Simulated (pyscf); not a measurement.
`[CH]=[C]=[O]` [doublet] → `[C]1=[CH][O]1` [doublet] (rearrangement; doublet surface; C–H broken, C–H, C–O formed). Single points on ωB97X-D3(BJ)/def2-SVP structures (PySCF, gas phase). Energies in kcal/mol from the reactant's lowest minimum found.

```
level                   barrier  reaction energy
----------------------  -------  ---------------
PBE/def2-TZVP              68.7            +54.5
r²SCAN/def2-TZVP              …            +56.8
PBE0-D3(BJ)/def2-TZVP         …                …
M06-2X/def2-TZVP           64.7            +51.3
ωB97M-D3(BJ)/def2-TZVP     62.3            +51.8
HF/def2-TZVP               47.0            +58.0
```

Complete the blanks.


- r²SCAN/def2-TZVP, barrier: 69.6
- PBE0-D3(BJ)/def2-TZVP, barrier: 66.3
- PBE0-D3(BJ)/def2-TZVP, reaction energy: +54.2

At HF this geometry lies under the product side: in single points on another level's saddle the reverse barrier vanishes, and the forward threshold there is about the reaction energy. This is the saddle that the search found; another between the same sides may lie lower.
